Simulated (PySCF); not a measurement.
## Dipole response of Sc (scandium, neutral)

[Ar] 3d1 4s2, 2D determinant. Computed with PySCF 2.14 in x2c-QZVPPall with one added diffuse shell each of s, p, d, f, g type (12s8p6d4f3g, 121 functions), with the spin-free X2C one-electron Hamiltonian (Gaussian nucleus). Coupled (time-dependent) response in atomic units; α is the mean over directions.

```tsv
method	mean α (bohr³)	α xx, yy, zz	C₆ (like pair)	S(−4)
PBE	124.4	121.1, 121.1, 131.0	1527	8405
```

S(−4) is the Cauchy moment in α(ω) = α(0) + S(−4) ω² + …

Reference α: 97 ± 10 bohr³ (recommended; Schwerdtfeger and Nagle, table of static dipole polarizabilities (2023 update)). Published C₆: 1383 (Chu and Dalgarno (2004); Tang, Norbeck and Certain (1976)).

α(iu) at PBE:

| u (hartree) | α(iu) (bohr³) |
| --- | --- |
| 0 | 124.4 |
| 0.0500 | 106.9 |
| 0.100 | 76.61 |
| 0.200 | 38.09 |
| 0.300 | 22.12 |
| 0.500 | 10.69 |
| 0.750 | 6.093 |
| 1.00 | 4.131 |
| 1.50 | 2.369 |
| 2.00 | 1.557 |
| 3.00 | 0.8222 |
| 5.00 | 0.3448 |

A single London oscillator, α(iu) = α/(1 + u²/ω²), gives C₆ = (3/4) ω α². Matching the computed C₆ needs ω = 4 × 1527 / (3 × 124.4²) = 0.132 hartree.

The components differ because the open shell of this determinant is not spherical; for a pure term their mean is the scalar polarisability.

⟨S²⟩ = 1.04 against 0.75 shows spin contamination.
